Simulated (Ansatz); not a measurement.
System: sum formula YOBr, charge 0, multiplicity 1. SMILES: [O]=[Y][Br]
Structure (B3LYP-D3(BJ)/def2-TZVP (Ansatz, a program for electronic structure) minimum search):
```
Y
O 1 1.8091
Br 1 2.6836 2 119.43
```

Property: vertical triplet-singlet gap (E(triplet) - E(singlet); each state is the SCF solution reached for its spin), in kJ/mol. Correlated levels leave the core frozen unless marked. Open shells are spin-unrestricted. Spin-orbit coupling is left out. Frozen are the shells of the preceding noble gas and the d and f shells that filled before the atom's block. Past Kr the def2 sets carry scalar-relativistic core potentials. CBS(X,Y): correlation extrapolated as X^-3; Hartree-Fock from the larger set. [CCSD(T)-MP2]/basis is that difference in the basis named.

```json
[
 {"level": "SVWN5/def2-TZVPD", "program": "Ansatz", "vertical triplet-singlet gap (kJ/mol)": "[?]"},
 {"level": "PBE/def2-TZVPD", "program": "Ansatz", "vertical triplet-singlet gap (kJ/mol)": "271.8"},
 {"level": "r2SCAN/def2-TZVPD", "program": "Ansatz", "vertical triplet-singlet gap (kJ/mol)": "269.1"},
 {"level": "BHLYP/def2-TZVPD", "program": "Ansatz", "vertical triplet-singlet gap (kJ/mol)": "238.1"},
 {"level": "CAM-B3LYP/def2-TZVPD", "program": "Ansatz", "vertical triplet-singlet gap (kJ/mol)": "271.9"},
 {"level": "SCS-MP2/def2-SVPD", "program": "Ansatz", "vertical triplet-singlet gap (kJ/mol)": "344.2"},
 {"level": "RI-MP2/CBS(def2-TZVPPD,def2-QZVPPD)+[CCSD(T)-MP2]/def2-TZVPPD", "program": "Ansatz", "vertical triplet-singlet gap (kJ/mol)": "[?]"}
]
```

Problem. What belongs in the gaps?

Solution. 
- SVWN5/def2-TZVPD, vertical triplet-singlet gap (kJ/mol): 282.5
- RI-MP2/CBS(def2-TZVPPD,def2-QZVPPD)+[CCSD(T)-MP2]/def2-TZVPPD, vertical triplet-singlet gap (kJ/mol): 311.3
